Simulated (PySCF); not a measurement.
C₂H₇OSi, doublet, geometry from GFN2-xTB; DF-PBE/def2-SVP (PySCF).

Input for PySCF:
```python
from pyscf import gto, scf, dft

mol = gto.M(
    atom='''
C     1.55954224   -0.85483146   -0.06057851
Si   -0.00409954    0.11042766    0.41990388
C    -1.61548157   -0.77735125   -0.08781307
O     0.14749450    1.52106607   -0.41685221
H     2.45557952   -0.30805525    0.21258839
H     1.59245114   -1.82297485    0.42837687
H     1.58487872   -1.01660238   -1.13671739
H    -1.65077682   -0.90745530   -1.16930641
H    -2.49888187   -0.21755192    0.20663270
H    -1.68428893   -1.75985196    0.36611303
H    -0.58588832    2.11107204   -0.56117454
''',
    basis='def2-svp',
    spin=1,
    verbose=4,
)

mf = dft.UKS(mol)
mf.xc = 'pbe'
mf.diis = False
mf.damp = 0.3
mf.diis_start_cycle = 200
mf.max_cycle = 150
mf = mf.density_fit(auxbasis='def2-universal-jkfit')
mf.kernel()
mf.analyze()
```

The log (banner, timings and long lists left out):

```
PySCF version 2.14.0

[INPUT] verbose = 4
[INPUT] num. atoms = 11
[INPUT] num. electrons = 41
[INPUT] charge = 0
[INPUT] spin (= nelec alpha-beta = 2S) = 1
[INPUT] symmetry False subgroup None
[INPUT] Mole.unit = angstrom
[INPUT] Symbol           X                Y                Z      unit          X                Y                Z       unit  Magmom
[...]
nuclear repulsion = 168.163720132435
number of shells = 47
number of NR pGTOs = 157
number of NR cGTOs = 95
basis = def2-svp
ecp = {}

******** <class 'pyscf.df.df_jk.DFUKS'> ********
method = DFUKS
initial guess = minao
damping factor = 0.3
level_shift factor = 0
DIIS disabled
SCF conv_tol = 1e-09
SCF conv_tol_grad = None
SCF max_cycles = 150
direct_scf = False
number electrons alpha = 21  beta = 20
XC library pyscf.dft.libxc version 7.1.2
    S. Lehtola, C. Steigemann, M. J. T. Oliveira, and M. A. L. Marques,  SoftwareX 7, 1–5 (2018)
XC functionals = pbe
    J. P. Perdew, K. Burke, and M. Ernzerhof,  Phys. Rev. Lett. 77, 3865 (1996)
    J. P. Perdew, K. Burke, and M. Ernzerhof,  Phys. Rev. Lett. 78, 1396 (1997)
    J. P. Perdew, K. Burke, and M. Ernzerhof,  Phys. Rev. Lett. 77, 3865 (1996)
    J. P. Perdew, K. Burke, and M. Ernzerhof,  Phys. Rev. Lett. 78, 1396 (1997)
radial grids:
    Treutler-Ahlrichs [JCP 102, 346 (1995); DOI:10.1063/1.469408] (M4) radial grids

becke partition: Becke, JCP 88, 2547 (1988); DOI:10.1063/1.454033
pruning grids: <function nwchem_prune>
grids dens level: 3
symmetrized grids: False
atomic radii adjust function: <function treutler_atomic_radii_adjust>
small_rho_cutoff = 0
Set gradient conv threshold to 3.16228e-05
tot grids = 130160
init E= -444.621223655656

cycle= 1 E= -444.392735521214  delta_E= 0.228  |g|= 0.672  |ddm|= 2.35
cycle= 2 E= -444.346535153981  delta_E= 0.0462  |g|= 0.755  |ddm|= 1.38
cycle= 3 E= -444.328719581325  delta_E= 0.0178  |g|= 0.811  |ddm|= 1.46
cycle= 4 E= -444.036261071011  delta_E= 0.292  |g|= 1.13  |ddm|= 2.03
cycle= 5 E= -443.974297600285  delta_E= 0.062  |g|= 1.23  |ddm|= 2.36
cycle= 6 E= -442.915932397936  delta_E= 1.06  |g|= 1.83  |ddm|= 4.05
cycle= 7 E= -442.354627499394  delta_E= 0.561  |g|= 2.05  |ddm|= 4.74
cycle= 8 E= -437.212603203493  delta_E= 5.14  |g|= 2.88  |ddm|= 9.94
cycle= 9 E= -423.076694687061  delta_E= 14.1  |g|= 5.16  |ddm|= 10.9
cycle= 10 E= -412.102417315176  delta_E=   11  |g|=  4.1  |ddm|= 10.2
cycle= 11 E= -392.634380425793  delta_E= 19.5  |g|= 6.78  |ddm|=   15
[...]
SCF not converged.
Total Energy =                        -409.772120567039337
[...]
spin_pop of  4 H 2py       0.00033
spin_pop of  4 H 2pz       0.00006
spin_pop of  5 H 1s        0.02734
spin_pop of  5 H 2s       -0.00034
spin_pop of  5 H 2px       0.00043
spin_pop of  5 H 2py       0.00005
spin_pop of  5 H 2pz       0.00011
spin_pop of  6 H 1s        0.02802
spin_pop of  6 H 2s       -0.00022
spin_pop of  6 H 2px       0.00000
spin_pop of  6 H 2py       0.00006
spin_pop of  6 H 2pz      -0.00000
spin_pop of  7 H 1s        0.02108
spin_pop of  7 H 2s        0.00110
spin_pop of  7 H 2px       0.00009
spin_pop of  7 H 2py      -0.00008
spin_pop of  7 H 2pz       0.00012
spin_pop of  8 H 1s        0.20822
spin_pop of  8 H 2s        0.00304
spin_pop of  8 H 2px       0.00035
spin_pop of  8 H 2py       0.00062
spin_pop of  8 H 2pz       0.00006
spin_pop of  9 H 1s        0.00367
spin_pop of  9 H 2s       -0.00100
spin_pop of  9 H 2px       0.00238
spin_pop of  9 H 2py      -0.00014
spin_pop of  9 H 2pz       0.00060
spin_pop of  10 H 1s        0.00117
spin_pop of  10 H 2s        0.00148
spin_pop of  10 H 2px       0.00000
spin_pop of  10 H 2py       0.00008
spin_pop of  10 H 2pz       0.00000
 ** Mulliken Spin Density (per atom)  **
spin density of  0 C =      0.06552
spin density of  1 Si =      0.50899
spin density of  2 C =      0.10781
spin density of  3 O =      0.00653
spin density of  4 H =      0.01289
spin density of  5 H =      0.02757
spin density of  6 H =      0.02785
spin density of  7 H =      0.02231
spin density of  8 H =      0.21229
spin density of  9 H =      0.00551
spin density of  10 H =      0.00273
 ** Mulliken pop alpha/beta on meta-lowdin orthogonal AOs **
 ** Mulliken pop       alpha | beta **
In total            21.00000 | 20.00000
 ** Mulliken atomic charges   ( Nelec_alpha | Nelec_beta ) **
charge of  0C =     -2.88839  (     4.47696      4.41143 )
charge of  1Si =      2.81664  (     5.84618      5.33719 )
charge of  2C =     -4.04852  (     5.07816      4.97036 )
charge of  3O =      5.98238  (     1.01208      1.00555 )
charge of  4H =      0.61786  (     0.19751      0.18462 )
charge of  5H =     -1.02924  (     1.02841      1.00083 )
charge of  6H =      0.33635  (     0.34575      0.31790 )
charge of  7H =     -0.95655  (     0.98943      0.96712 )
charge of  8H =     -0.70138  (     0.95683      0.74454 )
charge of  9H =     -1.12409  (     1.06480      1.05929 )
charge of  10H =      0.99494  (     0.00389      0.00117 )
Dipole moment(X, Y, Z, Debye): 39.95781, 119.62670, -7.31469
```

The run did not converge; its last values are not results.
